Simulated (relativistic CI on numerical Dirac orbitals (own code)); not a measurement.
**Judd-Ofelt analysis for Pr³⁺**

Calculated at this level of theory: Dirac-Coulomb-Breit CI, separate exchange-only KLI orbitals for each configuration, a model potential for QED, valence Slater integrals scaled by 0.85 (own radial code, finite nucleus).

Configuration 4f2 alone, in intermediate coupling. Take Ω₂ = 0.77, Ω₄ = 5.09, Ω₆ = 2.53 (10⁻²⁰ cm²) and refractive index n = 2.05 as given. A_ED = 64π⁴e²ν³ n(n² + 2)²/[27h(2J + 1)] Σ Ω_λ |U^λ|², in Gaussian units with ν in cm⁻¹, and A_MD is n³ times the free-ion magnetic-dipole rate; a dash marks a rate that is forbidden or under 2 % of the level's free-ion decay.

Emitting level 1S_0 at 52609 cm⁻¹ (radiative decay alone: multiphonon quenching in a host is left out, and the level can lie too high or too low):

| To | ν (cm⁻¹) | U² squared | U⁴ squared | U⁶ squared | Free-ion A(M1) (s⁻¹) |
| --- | --- | --- | --- | --- | --- |
| 3H_4 | 52609 | 0.0000 | 0.0095 | 0.0000 | - |
| 3H_5 | 50527 | 0.0000 | 0.0000 | 0.0000 | - |
| 3H_6 | 48365 | 0.0000 | 0.0000 | 0.0000 | - |
| 3F_2 | 46981 | 0.0028 | 0.0000 | 0.0000 | - |
| 1G_4 | 45754 | 0.0000 | 0.2770 | 0.0000 | - |
| 3F_3 | 45661 | 0.0000 | 0.0000 | 0.0000 | - |
| 3F_4 | 42936 | 0.0000 | 0.2829 | 0.0000 | - |
| 1D_2 | 33323 | 0.5183 | 0.0000 | 0.0000 | - |
| 1I_6 | 29675 | 0.0000 | 0.0000 | 0.5669 | - |
| 3P_0 | 28508 | 0.0000 | 0.0000 | 0.0000 | - |
| 3P_1 | 27951 | 0.0000 | 0.0000 | 0.0000 | 8.5 |
| 3P_2 | 26925 | 0.0498 | 0.0000 | 0.0000 | - |

(1) Give the rates, branching ratios and the radiative lifetime.

Results:

(1) The rates are:

| To | λ (nm) | A_ED (s⁻¹) | A_MD (s⁻¹) | β (%) |
| --- | --- | --- | --- | --- |
| 3H_4 | 190 | 44400 | 0 | 2.3 |
| 3H_5 | 198 | 0 | 0 | 0.0 |
| 3H_6 | 207 | 0 | 0 | 0.0 |
| 3F_2 | 213 | 1400 | 0 | 0.1 |
| 1G_4 | 219 | 856000 | 0 | 43.7 |
| 3F_3 | 219 | 0 | 0 | 0.0 |
| 3F_4 | 233 | 723000 | 0 | 36.9 |
| 1D_2 | 300 | 93600 | 0 | 4.8 |
| 1I_6 | 337 | 238000 | 0 | 12.1 |
| 3P_0 | 351 | 0 | 0 | 0.0 |
| 3P_1 | 358 | 0 | 73.2 | 0.0 |
| 3P_2 | 371 | 4740 | 0 | 0.2 |

τ_rad = 5.10e-07 s. Computed level positions enter as ν³, so measured ones would change the rates. For the strongest line (219 nm) and an assumed effective width Δλ = 1.4 nm (300 cm⁻¹), the Füchtbauer-Ladenburg formula σ = λ⁴A/(8πcn²Δλ) gives a peak emission cross-section of 43 × 10⁻²⁰ cm². The line to 1D_2 has a large U² element and is therefore hypersensitive to the surroundings through Ω₂.
